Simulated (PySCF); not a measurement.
Al(Me)(Cl) (CH3AlCl), SMILES [CH3][Al+][Cl], charge +1.

Coordinates come from a B3LYP-D3(BJ)/def2-TZVP optimisation. The multiplicity is an assumed one; other spin states were not compared. The isomer is the one that the SMILES or the coordinates give; other isomers of the formula were not compared.

Two levels are set side by side: PBE/def2-TZVPD (PySCF) and M06-2X/def2-TZVPD (PySCF). Same geometry, gas phase. Differences are taken from unrounded values.

```tsv
quantity	M06-2X
orbital gap (eV)	9.75
highest occupied level (eV)	-16.63
lowest empty level (eV)	-6.88
mean polarisability (bohr³)	44.3
```

What does PBE give, and how far is it from M06-2X? (An estimate is asked for; the answer gives what the named calculation found.)


| quantity | PBE | PBE minus M06-2X |
|---|---|---|
| orbital gap (eV) | 5.64 | -4.11 |
| highest occupied level (eV) | -14.02 | 2.61 |
| lowest empty level (eV) | -8.38 | -1.50 |
| mean polarisability (bohr³) | 46.8 | 2.5 |

PBE's occupied levels lie high since its potential decays too fast outside the molecule; exact exchange lowers them and widens the gap. PBE's more diffuse valence density responds more strongly to a field. Differences between two approximate levels are no errors against the true value.

Rough cost on one machine, each run with all the roots and properties that it gave: M06-2X against PBE about 4 times.
